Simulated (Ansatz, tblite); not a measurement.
Cost and result up the ladder for GeO₂⁻ (the lowest doublet isomer of a short search) (3 atoms). The state is a doublet with charge -1. Geometry: PBE-D4/def2-TZVPD.

```csv
atom,x (Å),y (Å),z (Å)
Ge1,0.126,-0.427,0.138
O2,-1.427,0.053,0.685
O3,1.301,0.374,-0.822
```

Ansatz on 4 threads of Arm Neoverse V2 on a shared host; xTB runs through tblite on one thread. Times are rough, summed over both states, and most runs start from the orbitals of an earlier one. PBE-QIDH/def2-TZVPD serves as the yardstick here, not as an exact answer. Differences are given only for rows in sets of like size (and for xTB, whose basis is part of the method), since another set adds its own error. The other state is a quartet at its own geometry.

The 6-31G sets use Cartesian d functions. The xTB rows come from tblite. B3LYP takes the VWN-RPA correlation. Correlated methods freeze 11 core orbitals; core or outer-core shells of Ge are correlated, in sets that lack core-valence functions. In CCSD on the charge -1 quartet the largest single amplitude is 0.23, so its Hartree–Fock determinant may place the open shell otherwise than the density functionals do. The structure comes from a short search, and lower isomers may exist.

Run but left out: HF/6-31G, HF/def2-TZVPD, HF/def2-TZVPPD, MP2/def2-TZVPD, MP2/def2-TZVPPD (quartet: a determinant that CCSD turns far, T1 0.059).

Correlated methods converge slowly with the basis.

xTB has no spin-polarisation term.

```json
{"level": "GFN2-xTB", "functions": "17", "wall time": "0.002 s"}
{"level": "GFN1-xTB", "functions": "17", "wall time": "0.003 s"}
{"level": "B3LYP-D4/6-31G", "functions": "47", "wall time": "1.2 s"}
{"level": "PBE-D4/def2-TZVPD", "functions": "134", "wall time": "3 s"}
{"level": "RPA@PBE/def2-TZVPD", "functions": "134", "wall time": "4.1 s"}
{"level": "B3LYP-D4/def2-TZVPD", "functions": "134", "wall time": "6.1 s"}
{"level": "PBE0-D4/def2-TZVPD (with forces)", "functions": "134", "wall time": "6.3 s"}
{"level": "PBE-QIDH/def2-TZVPD", "functions": "134", "wall time": "6.5 s"}
{"level": "r2SCAN-D4/def2-TZVPD", "functions": "134", "wall time": "11 s"}
{"level": "r2SCAN0-D4/def2-TZVPD", "functions": "134", "wall time": "12 s"}
{"level": "CCSD(T)/def2-TZVPPD", "functions": "134", "wall time": "21 s"}
{"level": "ωB97M-V/def2-TZVPD", "functions": "134", "wall time": "23 s"}
```

(1) Estimate what each level gives for the quartet − doublet (eV).

Answers

(1) 
```json
{"level": "GFN2-xTB", "quartet − doublet (eV)": "5.66", "difference from PBE-QIDH/def2-TZVPD (eV)": "1.91", "remarks": "–"}
{"level": "GFN1-xTB", "quartet − doublet (eV)": "4.96", "difference from PBE-QIDH/def2-TZVPD (eV)": "1.20", "remarks": "–"}
{"level": "B3LYP-D4/6-31G", "quartet − doublet (eV)": "2.97", "difference from PBE-QIDH/def2-TZVPD (eV)": "–", "remarks": "HOMO above zero (quartet)"}
{"level": "PBE-D4/def2-TZVPD", "quartet − doublet (eV)": "3.39", "difference from PBE-QIDH/def2-TZVPD (eV)": "-0.36", "remarks": "HOMO above zero (doublet), HOMO above zero (quartet)"}
{"level": "RPA@PBE/def2-TZVPD", "quartet − doublet (eV)": "3.22", "difference from PBE-QIDH/def2-TZVPD (eV)": "-0.53", "remarks": "–"}
{"level": "B3LYP-D4/def2-TZVPD", "quartet − doublet (eV)": "3.35", "difference from PBE-QIDH/def2-TZVPD (eV)": "-0.41", "remarks": "HOMO above zero (quartet)"}
{"level": "PBE0-D4/def2-TZVPD (with forces)", "quartet − doublet (eV)": "3.30", "difference from PBE-QIDH/def2-TZVPD (eV)": "-0.46", "remarks": "HOMO above zero (quartet)"}
{"level": "PBE-QIDH/def2-TZVPD", "quartet − doublet (eV)": "3.75", "difference from PBE-QIDH/def2-TZVPD (eV)": "0.00", "remarks": "–"}
{"level": "r2SCAN-D4/def2-TZVPD", "quartet − doublet (eV)": "3.25", "difference from PBE-QIDH/def2-TZVPD (eV)": "-0.50", "remarks": "HOMO above zero (quartet)"}
{"level": "r2SCAN0-D4/def2-TZVPD", "quartet − doublet (eV)": "3.07", "difference from PBE-QIDH/def2-TZVPD (eV)": "-0.68", "remarks": "HOMO above zero (quartet)"}
{"level": "CCSD(T)/def2-TZVPPD", "quartet − doublet (eV)": "3.66", "difference from PBE-QIDH/def2-TZVPD (eV)": "-0.10", "remarks": "large T1 (0.059) (quartet)"}
{"level": "ωB97M-V/def2-TZVPD", "quartet − doublet (eV)": "3.54", "difference from PBE-QIDH/def2-TZVPD (eV)": "-0.21", "remarks": "–"}
```
